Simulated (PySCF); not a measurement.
Compound: InEt2(OiPr), C7H17InO.
Cartesian coordinates in Å at the PBE0-D3(BJ)/def2-SVP level; atoms count from 1:
```xyz
26
C7H17InO angstrom
In     0.843    0.952    0.208
C      2.951    0.637    0.573
C      3.255   -0.793    1.003
H      3.309    1.376    1.307
H      3.457    0.882   -0.377
H      4.341   -0.967    1.088
H      2.812   -1.028    1.984
H      2.849   -1.526    0.291
C     -0.697    2.482    0.194
C     -1.644    2.384    1.387
H     -1.248    2.355   -0.752
H     -0.213    3.470    0.150
H     -2.441    3.145    1.333
H     -2.142    1.403    1.440
H     -1.123    2.536    2.346
O      0.103   -0.896   -0.197
C     -1.179   -1.156   -0.682
C     -1.524   -2.609   -0.386
C     -1.267   -0.855   -2.174
H     -1.940   -0.522   -0.171
H     -0.805   -3.272   -0.892
H     -2.540   -2.867   -0.725
H     -1.455   -2.799    0.695
H     -1.047    0.207   -2.370
H     -0.527   -1.461   -2.721
H     -2.268   -1.072   -2.582
```

Method used: PBE0-D3(BJ)/def2-SVP geometry optimisation, gas phase, def2 core potentials past Kr in PySCF.

(1) Which atoms are bound to In1, and at what distances?

(2) List the angles at In1.

(3) What is the shape at In1?

(4) What are the other bond lengths?

(5) Give some angles away from the centre.

(6) What are the rotational constants (commonest isotopes, rigid rotor)?

Answers

(1) 3 atoms: O16 2.032 Å, C2 2.162 Å, C9 2.172 Å. The nearest atom not counted as bound is H5, at 2.68 Å.

(2) 
```csv
angle,degrees,distance of the outer atoms (Å)
C2–In1–C9,142.7,4.11
C9–In1–O16,112.4,3.49
C2–In1–O16,104.8,3.32
```

(3) Planar: angles 142.7°, 112.4° and 104.8°, sum 360.0°, 0.03 Å off the plane of its three neighbours.

(4) C2–C3, C9–C10 1.525 Å; O16–C17 1.395 Å; C17–C18, C17–C19 1.524 Å. (A selection.)

(5) In1–C2–C3 112.3°, In1–C9–C10 113.0°, In1–O16–C17 125.0°, O16–C17–C18 108.6°, O16–C17–C19 110.9°, C18–C17–C19 111.4°.

(6) A = 1077, B = 793.4, C = 534.8 MHz: an asymmetric top.

Point group: C1 (no symmetry element, even within 0.4 Å). Charge 0, singlet. PBE0-D3(BJ)/def2-SVP frequencies: not computed here.

The run took 82 s wall, 3.5 min CPU on 2 threads of an AMD EPYC 9R45, on a shared host, and the process peaked at 1.2 GiB of memory. These figures are those of the optimisation.

One conformer stands for the species.
